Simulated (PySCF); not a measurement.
# A ladder for the ionisation energy of K

K [Ar] 4s1 (2S) → K⁺ [Ar] (1S). Scalar values calculated with PySCF 2.14 in x2c-QZVPPall with one added diffuse shell each of s, p, d, f type (spin-free X2C; valence: [Ar] frozen; valence and next inner shell: [Ne] frozen). The spin-orbit shift comes from two-component X2C-1e calculations (generalised Hartree-Fock, GHF, and MP2 on its spinors, GMP2) in x2c-QZVPPall-2c: GMP2 gives 4.296 eV without and 4.296 eV with screened spin-orbit coupling, a shift of 0.000 eV (GHF: 0.000 eV). Sums use unrounded values; where a UHF row is shifted, it takes the GHF shift.

```tsv
method	scalar (eV)
UHF	4.022
MP2 (valence and next inner shell)	4.297
SCS-MP2 (valence and next inner shell)	4.241
CCSD (valence and next inner shell)	4.295
CCSD(T) (valence and next inner shell)	4.315
LDA	4.545
PBE	4.463
PBE0	4.390
r2SCAN	4.263
CAM-B3LYP	4.450
TPSSh	4.255
B97-3	4.187
wB97X-V	4.203
```

Task: Form a composite estimate from CCSD(T) (valence and next inner shell) and the spin-orbit shift, and compare it with the reference, 4.341 eV (measured; NIST Atomic Spectra Database, ionization energies).

Result: 4.315 + (0.000) = 4.315 eV, an error of -0.025 eV.

The errors of the correlated levels include the incompleteness of the basis and the frozen core, so a lower level can come closer by cancellation.
